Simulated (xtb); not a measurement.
xtb job for sulfur trioxide anion (O3S), SMILES O=S(=O)=O (connectivity only; charge and spin as stated), charge -1, multiplicity 2, GFN2-xTB. 

```
$ xtb mol.xyz --gfn 2 --sp --chrg -1 --uhf 1 --json
$ cat mol.xyz
4

O      1.24354631    -0.71796180    -0.16250533
S     -0.00000000     0.00000000     0.24375799
O     -1.24354632    -0.71796180    -0.16250533
O      0.00000000     1.43592360    -0.16250533
```

Program output:

```
[banner left out]
          |                Calculation Setup                |
           -------------------------------------------------



           -------------------------------------------------
          |                 G F N 2 - x T B                 |
           -------------------------------------------------

        Reference                      10.1021/acs.jctc.8b01176
      * Hamiltonian:
        H0-scaling (s, p, d)           1.850000    2.230000    2.230000
        zeta-weighting                 0.500000
      * Dispersion:
        s8                             2.700000
        a1                             0.520000
        a2                             5.000000
        s9                             5.000000
      * Repulsion:
        kExp                           1.500000    1.000000
        rExp                           1.000000
      * Coulomb:
        alpha                          2.000000
        third order                    shell-resolved
        anisotropic                    true
        a3                             3.000000
        a5                             4.000000
        cn-shift                       1.200000
        cn-exp                         4.000000
        max-rad                        5.000000


          ...................................................
          :                      SETUP                      :
          :.................................................:
          :  # basis functions                  22          :
          :  # atomic orbitals                  21          :
          :  # shells                            9          :
          :  # electrons                        25          :
          :  max. iterations                   250          :
          :  Hamiltonian                  GFN2-xTB          :
          :  restarted?                      false          :
          :  GBSA solvation                  false          :
          :  PC potential                    false          :
          :  electronic temp.          300.0000000     K    :
          :  accuracy                    1.0000000          :
          :  -> integral cutoff          0.2500000E+02      :
          :  -> integral neglect         0.1000000E-07      :
          :  -> SCF convergence          0.1000000E-05 Eh   :
          :  -> wf. convergence          0.1000000E-03 e    :
          :  Broyden damping             0.4000000          :
          :  net charge                         -1          :
          :  unpaired electrons                  1          :
          ...................................................

 iter      E             dE          RMSdq      gap      omega  full diag
   1    -15.6754016 -0.156754E+02  0.100E+01    7.73       0.0  T
   2    -15.6860044 -0.106028E-01  0.548E+00    7.60       1.0  T
   3    -15.6876308 -0.162641E-02  0.111E+00    7.50       1.0  T
   4    -15.6879380 -0.307220E-03  0.274E-01    7.49       1.0  T
   5    -15.6879603 -0.222807E-04  0.135E-01    7.50       1.0  T
   6    -15.6879652 -0.497823E-05  0.315E-02    7.50       1.6  T
   7    -15.6879655 -0.261192E-06  0.942E-03    7.50       5.3  T
   8    -15.6879655 -0.411031E-07  0.556E-03    7.50       9.0  T
   9    -15.6879656 -0.105630E-07  0.458E-04    7.50     109.1  T
  10    -15.6879656 -0.532001E-10  0.244E-04    7.50     205.1  T

   *** convergence criteria satisfied after 10 iterations ***

         #    Occupation            Energy/Eh            Energy/eV
      -------------------------------------------------------------
         1        2.0000           -0.5562940             -15.1375
       ...           ...                  ...                  ...
         7        2.0000           -0.3111129              -8.4658
         8        2.0000           -0.2467622              -6.7147
         9        2.0000           -0.2467622              -6.7147
        10        2.0000           -0.2270815              -6.1792
        11        2.0000           -0.2270815              -6.1792
        12        2.0000           -0.2156653              -5.8686
        13        1.0000           -0.1490727              -4.0565 (HOMO)
        14                          0.1266631               3.4467 (LUMO)
        15                          0.1503437               4.0911
        16                          0.1503437               4.0911
        17                          0.3800294              10.3411
        18                          0.3800294              10.3411
       ...                                ...                  ...
        21                          1.2087586              32.8920
      -------------------------------------------------------------
                  HL-Gap            0.2757358 Eh            7.5032 eV
             Fermi-level           -0.0967869 Eh           -2.6337 eV

 SCC (total)                   0 d,  0 h,  0 min,  0.005 sec
 SCC setup                      ...        0 min,  0.000 sec (  3.383%)
 Dispersion                     ...        0 min,  0.000 sec (  0.886%)
 classical contributions        ...        0 min,  0.000 sec (  0.878%)
 integral evaluation            ...        0 min,  0.001 sec ( 16.989%)
 iterations                     ...        0 min,  0.002 sec ( 49.847%)
 molecular gradient             ...        0 min,  0.001 sec ( 23.296%)
 printout                       ...        0 min,  0.000 sec (  4.434%)

         :::::::::::::::::::::::::::::::::::::::::::::::::::::
         ::                     SUMMARY                     ::
         :::::::::::::::::::::::::::::::::::::::::::::::::::::
         :: total energy             -15.645356266581 Eh    ::
         :: gradient norm              0.000068345308 Eh/a0 ::
         :: HOMO-LUMO gap              7.503154206595 eV    ::
         ::.................................................::
         :: SCC energy               -15.687965509674 Eh    ::
         :: -> isotropic ES            0.214537250000 Eh    ::
         :: -> anisotropic ES         -0.005946894328 Eh    ::
         :: -> anisotropic XC         -0.004967116731 Eh    ::
         :: -> dispersion             -0.002488781639 Eh    ::
         :: repulsion energy           0.042609243093 Eh    ::
         :: add. restraining           0.000000000000 Eh    ::
         :: total charge              -1.000000000000 e     ::
         :::::::::::::::::::::::::::::::::::::::::::::::::::::

           -------------------------------------------------
          |                Property Printout                |
           -------------------------------------------------

    * Orbital Energies and Occupations

         #    Occupation            Energy/Eh            Energy/eV
      -------------------------------------------------------------
         1        2.0000           -0.5562940             -15.1375
         2        2.0000           -0.4598318             -12.5127
         3        2.0000           -0.4598318             -12.5127
         4        2.0000           -0.4122419             -11.2177
         5        2.0000           -0.3205090              -8.7215
         6        2.0000           -0.3205090              -8.7215
         7        2.0000           -0.3111129              -8.4658
         8        2.0000           -0.2467622              -6.7147
         9        2.0000           -0.2467622              -6.7147
        10        2.0000           -0.2270815              -6.1792
        11        2.0000           -0.2270815              -6.1792
        12        2.0000           -0.2156653              -5.8686
        13        1.0000           -0.1490727              -4.0565 (HOMO)
        14                          0.1266631               3.4467 (LUMO)
Note: The following floating-point exceptions are signalling: IEEE_DENORMAL
normal termination of xtb
        15                          0.1503437               4.0911
        16                          0.1503437               4.0911
        17                          0.3800294              10.3411
        18                          0.3800294              10.3411
        19                          0.5261239              14.3166
        20                          1.2087585              32.8920
        21                          1.2087586              32.8920
      -------------------------------------------------------------
                  HL-Gap            0.2757358 Eh            7.5032 eV
             Fermi-level           -0.0967869 Eh           -2.6337 eV

     #   Z          covCN         q      C6AA      α(0)
     1   8 O        0.859    -0.612    26.410     6.890
     2  16 S        2.578     0.835   111.509    17.773
     3   8 O        0.859    -0.612    26.410     6.890
     4   8 O        0.859    -0.612    26.410     6.890

 Mol. C6AA /au·bohr⁶  :        665.655093
 Mol. C8AA /au·bohr⁸  :      20210.091581
 Mol. α(0) /au        :         38.443174


Wiberg/Mayer (AO) data.
largest (>0.10) Wiberg bond orders for each atom

 ---------------------------------------------------------------------------
     #   Z sym  total        # sym  WBO       # sym  WBO       # sym  WBO
 ---------------------------------------------------------------------------
     1   8 O    1.848 --     2 S    1.558     3 O    0.145     4 O    0.145
     2  16 S    4.673 --     1 O    1.558     4 O    1.558     3 O    1.558
     3   8 O    1.848 --     2 S    1.558     4 O    0.145     1 O    0.145
     4   8 O    1.848 --     2 S    1.558     3 O    0.145     1 O    0.145
 ---------------------------------------------------------------------------

Topologies differ in total number of bonds
Writing topology from bond orders to xtbtopo.mol

molecular dipole:
                 x           y           z       tot (Debye)
 q only:        0.000      -0.000       0.948
   full:        0.000      -0.000       0.717       1.822
molecular quadrupole (traceless):
                xx          xy          yy          xz          yz          zz
 q only:       -3.381      -0.000      -3.381      -0.000       0.000       6.762
  q+dip:       -3.908      -0.000      -3.908      -0.000      -0.000       7.816
   full:       -3.954      -0.000      -3.954       0.000      -0.000       7.908


           -------------------------------------------------
          | TOTAL ENERGY              -15.645356266581 Eh   |
          | GRADIENT NORM               0.000068345308 Eh/α |
          | HOMO-LUMO GAP               7.503154206595 eV   |
           -------------------------------------------------

------------------------------------------------------------------------
------------------------------------------------------------------------
 total:
 SCF:
```

The calculation finished and met its thresholds.
